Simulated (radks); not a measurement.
Values are calculated unless marked as measured or tabulated.
Initial-state core-level shifts of the technetium ion Tc+ when its valence configuration changes from [Kr] 4d5 5s1. Level of theory: Dirac Kohn-Sham, LDA (Slater exchange, Perdew-Wang correlation), spin-unpolarised, spherical densities, finite nucleus; open shells fill j = l - 1/2 first; Fermi nuclear charge, rms radius 4.4112 fm (a radial shooting solver on a logarithmic mesh with Libxc functionals). Shifts are changes of the shell-averaged eigenvalues in eV (positive: less bound); the change of the density at the nucleus, which sets a Mossbauer isomer shift, is in e/bohr^3, on a base of 9.972e+04.

\begin{tabular}{lrrrrr}
valence & 1s & 3s & 3d & 4p & density at nucleus \\ \hline
4d4 5s1 5p1 & -5.204 & -5.383 & -5.409 & -4.734 & +5.324 \\
4d4 5s2 & -4.023 & -4.204 & -4.232 & -3.580 & +23.224 \\
4d6 & +3.544 & +3.720 & +3.741 & +3.275 & -18.835 \\
4d5.5 5s0.5 & +1.832 & +1.921 & +1.932 & +1.678 & -9.908 \\
4d5 5p1 & -1.194 & -1.187 & -1.184 & -1.185 & -16.726 \\
4d4.5 5s1.5 & -1.953 & -2.043 & -2.056 & -1.755 & +11.014 \\
4d3 5s1 5p2 & -10.877 & -11.228 & -11.289 & -9.650 & +11.988 \\
4d2 5s1 5p3 & -17.039 & -17.543 & -17.648 & -14.778 & +19.455 \\
4d4.5 5s0.5 5p1 & -3.141 & -3.227 & -3.238 & -2.925 & -6.277 \\
\end{tabular}
